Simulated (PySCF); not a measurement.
# Adding and removing an electron: SnBr

PBE0; basis Sn def2-SVP with ECP28, Br def2-SVP; scalar-relativistic core potentials; PySCF 2.14. Neutral (UKS): doublet (π ↑), Re = 2.539 Å, ωe = 246 cm⁻¹, De = 3.49 eV, HOMO -4.94 eV, LUMO -3.17 eV.

SnBr⁺ (UKS): singlet (closed shell), Re = 2.425 Å, ωe = 300 cm⁻¹, De = 3.83 eV to Sn⁺ + Br. The energies at the minima are -2787.88189 hartree for SnBr and -2787.62543 for SnBr⁺.

Q: Work out the adiabatic ionisation energy, without and with harmonic zero-point energies (1 hartree = 27.2114 eV, 1 eV = 8065.5 cm⁻¹), and the change of the bond length.

A: At PBE0: 0.25646 hartree = 6.979 eV between the minima; the zero-point term (300.0 − 246.0)/2 cm⁻¹ = +0.003 eV makes it 6.982 eV. Re changes by -11.4 pm against the neutral. The electron leaves a π orbital, and the shorter bond of the ion fits an antibonding orbital, or a change in how ionic the bond is.

These are scalar-relativistic numbers at best; spin–orbit coupling would shift them, the dissociation energy most. For an ion De counts to the pair picked by the measured ionisation energies or electron affinities, which need not be the lowest pair at this level. States were picked by a PBE0 search and need not be the measured ground states.
